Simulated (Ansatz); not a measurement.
C$_{3}$H$_{6}$OSi (`C#C[SiH2]CO`), 11 atoms. The species carries charge 0 and has multiplicity 1. All runs use 4 threads of a server CPU on a shared host. Correlated methods freeze the cores.

(1) Give the basis size and wall time and peak host memory of each of these runs in Ansatz. RKS SPW92 (LDA)/def2-TZVPP energy; RKS B97M-V/def2-TZVPP energy; RKS ωB97M-V/def2-SVP energy; RHF-CCSD(T)/def2-TZVPP energy; RKS ωB97M-V/def2-QZVPP energy; RKS PBE0-D4/def2-TZVP frequencies; RKS BHLYP-D4/def2-TZVPP energy; RKS PBE0-D4/def2-TZVP relaxation (8 steps); RHF-MP2/def2-QZVPP energy; RKS PBE0-D4/def2-SVP energy; RKS PBE0-D4/def2-QZVPP energy; RHF-CCSD(T)/def2-SVP energy. (Best estimate.)

## Answers

(1) The calculation gave: Other jobs shared the machine, so times are rough.

```json
{"level": "RKS PBE0-D4/def2-SVP", "job": "energy", "functions": "104", "wall time": "1.2 s", "peak host memory (GiB)": "0.23"}
{"level": "RKS SPW92 (LDA)/def2-TZVPP", "job": "energy", "functions": "250", "wall time": "1.3 s", "peak host memory (GiB)": "0.31"}
{"level": "RKS BHLYP-D4/def2-TZVPP", "job": "energy", "functions": "250", "wall time": "3 s", "peak host memory (GiB)": "0.6"}
{"level": "RKS ωB97M-V/def2-SVP", "job": "energy", "functions": "104", "wall time": "3.6 s", "peak host memory (GiB)": "0.32"}
{"level": "RHF-CCSD(T)/def2-SVP", "job": "energy", "functions": "104", "wall time": "4 s", "peak host memory (GiB)": "0.48"}
{"level": "RKS B97M-V/def2-TZVPP", "job": "energy", "functions": "250", "wall time": "4.7 s", "peak host memory (GiB)": "0.4"}
{"level": "RKS PBE0-D4/def2-QZVPP", "job": "energy", "functions": "478", "wall time": "9.5 s", "peak host memory (GiB)": "1.6"}
{"level": "RKS ωB97M-V/def2-QZVPP", "job": "energy", "functions": "478", "wall time": "18 s", "peak host memory (GiB)": "1.9"}
{"level": "RKS PBE0-D4/def2-TZVP", "job": "relaxation (8 steps)", "functions": "197", "wall time": "21 s", "peak host memory (GiB)": "0.49"}
{"level": "RHF-MP2/def2-QZVPP", "job": "energy", "functions": "478", "wall time": "25 s", "peak host memory (GiB)": "2.9"}
{"level": "RHF-CCSD(T)/def2-TZVPP", "job": "energy", "functions": "250", "wall time": "98 s", "peak host memory (GiB)": "5.4"}
{"level": "RKS PBE0-D4/def2-TZVP", "job": "frequencies", "functions": "197", "wall time": "2.9 min", "peak host memory (GiB)": "0.5"}
```
